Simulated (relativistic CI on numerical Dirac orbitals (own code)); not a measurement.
Mn²⁺ in a cubic cluster: 2p photoemission with charge transfer

Computed with a charge-transfer multiplet model of a cubic metal-ligand cluster with up to one ligand hole, Slater and spin-orbit integrals from Dirac-Coulomb-Breit ions, Slater integrals scaled by 0.7. The ground state mixes d5 with configurations of k ligand holes L, whose averages lie at kΔ + k(k − 1)U_dd/2; a core hole lowers each added d electron by U_cd. 300 K, Lorentzian 0.6 eV and Gaussian 0.8 eV FWHM.

Atomic integrals in eV (Slater integrals scaled, ζ unscaled), ground: F2dd 7.178, F4dd 4.458, zeta_d 0.037; with the core hole: F2dd 8.503, F4dd 5.322, zeta_d 0.060, zeta_core 6.788, F2cd 4.916, G1cd 3.683, G3cd 2.092.

Cluster parameters (eV): Δ = 6.3, U_dd = 6.9, U_cd = 8, 10Dq = 0.55, 10Dq(ligand) = 0.9, final-state hopping factor = 1.

| Case | n_d | d5 | d6L | S |
| --- | --- | --- | --- | --- |
| V(eg) = 2.75 eV, V(t2g) = -1.19 eV | 5.16 | 0.84 | 0.16 | 2.50 |
| V(eg) = 3.35 eV, V(t2g) = -1.45 eV | 5.20 | 0.80 | 0.20 | 2.50 |
| V(eg) = 3.65 eV, V(t2g) = -1.58 eV | 5.22 | 0.78 | 0.22 | 2.50 |

Weights, n_d and S are thermal averages at 300 K. Binding energies count from the first peak over 30 % of the highest in each spectrum, which can be another peak from case to case. The parameters are a model scan and need not match a compound or its usual spin state. Peaks in eV (height, largest 100):
- V(eg) = 2.75 eV, V(t2g) = -1.19 eV: 0.0 (100), 3.7 (17), 8.9 (16), 11.4 (54), 12.2 (53), 21.1 (8)
- V(eg) = 3.35 eV, V(t2g) = -1.45 eV: 0.0 (100), 4.0 (17), 7.0 (7), 11.6 (58), 12.2 (58), 22.3 (5), 23.1 (6)
- V(eg) = 3.65 eV, V(t2g) = -1.58 eV: 0.0 (100), 4.1 (18), 7.7 (6), 12.2 (58), 24.1 (6)

For the case V(eg) = 2.75 eV, V(t2g) = -1.19 eV, Δ = 6.3 eV is smaller than U_dd = 6.9 eV, the charge-transfer side of the Zaanen-Sawatzky-Allen scheme. With the core hole the average of the configuration with one ligand hole lies at Δ − U_cd = -1.7 eV before mixing: the effective hopping of about 4.3 eV (from the holes of the mixed ground state) is comparable with this gap or larger, so the configurations mix strongly.

With at most 1 ligand hole the space is cut while the next configuration still counts, so covalency is underestimated, and a final configuration with one more ligand hole, which can lie low, is missing from the spectra.
